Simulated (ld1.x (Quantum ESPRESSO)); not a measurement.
**What one change does to a pseudopotential (vanadium (V), TM)**

- Element: vanadium (V)
- Generator: ld1.x (Quantum ESPRESSO) 7.5
- Type: norm-conserving Troullier–Martins (Kleinman–Bylander form)
- Functional: PBEsol
- Relativity: scalar-relativistic
- Frozen core: [Ar]
- Valence charge: 5
- Reference configuration: 3d3 4s0.5 4p0 (charge +1.5)
- Partial waves: 4p (bound, empty): rc 3.15 bohr; 3d (bound): rc 1.00 bohr; 4s (bound): rc 1.90 bohr
- Local potential: the s channel
- Core correction: none

Change: core [Ne] 3s2, valence charge 11; reference 3p6 3d3 4s0 4p0; waves now 3p (bound): rc 1.25 bohr; 3d (bound): rc 1.70 bohr; 4s (bound): rc 2.35 bohr.

Cutoffs: the cutoffs (Ry, on a coarse ladder) from which the occupation-weighted sum of valence levels, in a spherical-Bessel basis at the reference potential, stays within 10 and 1 mRy of its value at 400 Ry; they do not see the model core or the augmentation charge, which bear on the density cutoff. Errors are all-electron minus pseudo energies relative to the spin-unpolarised reference configuration.

Question: What does the change do?

Answer: The potential gets softer (160 Ry and 200 Ry → 80 Ry and 100 Ry); neither file shows a bound ghost at the reference potential, the only one tested. Several settings change at once here, so the effects cannot be laid on one of them.

```csv
quantity,base,changed
"cutoff, loose",160 Ry,80 Ry
"cutoff, tight",200 Ry,100 Ry
bound ghosts,none,none
"largest error over its own tests, meV",-254,-1265
```

Changed file: These tests converged, but a pseudo level misses the all-electron one widely, so the file describes the atom poorly there or has found another state: 3p6 3d2 4s0 4p0: empty 4p by 2.6 eV (a node warning on the way).
